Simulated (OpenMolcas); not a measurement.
**Pm3+: moving the ligands**

Pm3+ with 6 ligands (fluoride) in trigonal prismatic coordination (D3h) at 2.28 Å, a polar angle of 54.5° against the regular 49.1°. A charge of +0.5 e stands 3.2 Å behind each ligand. Ligand basis ANO-RCC-VDZP.
```
Pm    0.0000    0.0000    0.0000
F     1.8562    0.0000    1.3240
F    -0.9281    1.6075    1.3240
F    -0.9281   -1.6075    1.3240
F     1.8562    0.0000   -1.3240
F    -0.9281    1.6075   -1.3240
F    -0.9281   -1.6075   -1.3240
```

```json
{
  "Program": "OpenMolcas",
  "Method": "CASSCF",
  "Basis": "ANO-RCC-VTZP [8s7p5d3f2g1h]",
  "Scalar Hamiltonian": "DKH2, point nucleus",
  "Active space": "4 electrons in 7 orbitals (4f)",
  "State averaging": "2S+1 = 5 even, 35 roots (33 in the spin-orbit step); 2S+1 = 3 even, 117 roots kept (CI in the orbitals of an earlier block, 106 in the spin-orbit step); 2S+1 = 1 even, 75 roots kept (CI in the orbitals of an earlier block, 31 in the spin-orbit step)",
  "Spin-orbit coupling": "state interaction with AMFI integrals over the reference wave functions"
}
```

Runs around this geometry, states (labels of D3, the rotations of D3h). Energies in cm-1 above the lowest state or level, χT in cm3 K/mol.

| R (Å) | Ground state | First state of that spin | First gap with spin-orbit (degeneracies) | Width of lowest J | χT at 300 K |
| --- | --- | --- | --- | --- | --- |
| 2.19 | 5A1 | 5E 115.9 | 111.9 (1, 2) | 328 | 0.933 |
| 2.28 | 5A1 | 5E 86.0 | 88.2 (1, 2) | 254 | 0.957 |
| 2.41 | 5A1 | 5E 57.4 | 62.7 (1, 2) | 184 | 0.978 |

Taking the width of the lowest J multiplet as R^-n, n = -ln(184 / 328) / ln(2.41 / 2.19) = 6.0 between the shortest and longest distance.

High states are left out of the spin-orbit mixing, which shifts the levels that they would mix with. Without dynamic correlation the ligand-field splitting of an f shell can come out too small, at times by half. A group larger than the point group allows holds several states that coincide in this model. No measured value stands beside these numbers; the geometry is a model, was not optimised and need not be the one that this ion takes.
